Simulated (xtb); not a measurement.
Si(Cl)2(F)(SiH3) (Cl2FH3Si2), SMILES F[Si]([SiH3])(Cl)Cl. All values are semi-empirical tight-binding results from xtb (GFN2-xTB unless named), good for trends rather than for accurate numbers. Coordinates come from a GFN2-xTB optimisation. The structure was generated by enumeration, and PubChem lists no compound with its InChIKey, so it may never have been made.

```json
{
  "point_group_as_xtb_finds_it": "Cs",
  "orbital_gap": "4.70 eV",
  "dipole_moment": "2.09 D",
  "zero_point_energy": "18.7 kcal/mol",
  "G − E(el) at 298.15 K (modified RRHO)": "-3.0 kcal/mol",
  "static polarisability (D4 model)": "88.2 bohr³",
  "solvation energy, GFN2-xTB/ALPB(water)": "-1.5 kcal/mol",
  "solvation energy, GFN2-xTB/ALPB(methanol)": "-3.9 kcal/mol"
}
```
